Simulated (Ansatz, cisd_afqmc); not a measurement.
System: SnH$_{3}$, charge 1, singlet. SnH3+ (SMILES [SnH3+]).
B3LYP-D3(BJ)/def2-TZVP minimum from Ansatz (a quantum-chemistry and plane-wave program):
```xyz
4

Sn     0.0000     0.0000     0.0000
H      0.6251    -0.4787     1.4968
H     -0.3657     1.6269    -0.2824
H     -0.2594    -1.1482    -1.2144
```
Charge +1, spin multiplicity 1.

Total energies in def2-SVP, 6 correlated electrons, 9 frozen orbitals. Radicals and triplets start from unrestricted determinants; spin-orbit coupling is neglected. Cores are frozen in correlated methods (noble-gas shells, and filled d and f shells in the p block). Past Kr the def2 sets carry scalar-relativistic core potentials. AFQMC/CISD: phaseless, guided by CISD from CCSD amplitudes; bars are statistical, one sigma. Outlying blocks are dropped, and bars are widened where a walk drifts. Over all cases where full CI ran beside it in this data, AFQMC minus full CI had a median of +0.1 mEh and passed +0.4 mEh in a tenth of the cases. Spin-orbit terms, left out, reach several kcal/mol for Br and I, and more for heavier atoms. The spin of H3Sn+ ([SnH3+], singlet) was assumed, and the state is the lowest solution found for it.

The bar of a AFQMC/CISD walk is widened from 0.05 to 0.06 mEh, since its error had not levelled off in the blocking analysis, or few joins of blocks were possible.

```json
[
 {"method": "HF", "program": "Ansatz", "energy (Eh)": "-214.77860", "error against FCI (mEh)": "99.13"},
 {"method": "MP2", "program": "Ansatz", "energy (Eh)": "-214.85275", "error against FCI (mEh)": "24.98"},
 {"method": "CCSD", "program": "Ansatz", "energy (Eh)": "-214.87579", "error against FCI (mEh)": "1.93"},
 {"method": "CCSD(T)", "program": "Ansatz", "energy (Eh)": "-214.87720", "error against FCI (mEh)": "0.53"},
 {"method": "CCSDT(Q)", "program": "Ansatz", "energy (Eh)": "-214.87771", "error against FCI (mEh)": "0.01"},
 {"method": "CCSDTQ", "program": "Ansatz", "energy (Eh)": "-214.87773", "error against FCI (mEh)": "0.00"},
 {"method": "AFQMC/CISD", "program": "cisd_afqmc", "energy (Eh)": "-214.8776 ± 0.0001", "error against FCI (mEh)": "0.2 ± 0.1"},
 {"method": "FCI", "program": "Ansatz", "energy (Eh)": "-214.87773", "error against FCI (mEh)": "0.00"}
]
```

Rough core times of Ansatz's runs on a shared machine: CCSD(T) under 20 s, CCSDT(Q) under 20 s, CCSDTQ 30 s, FCI 20 s.
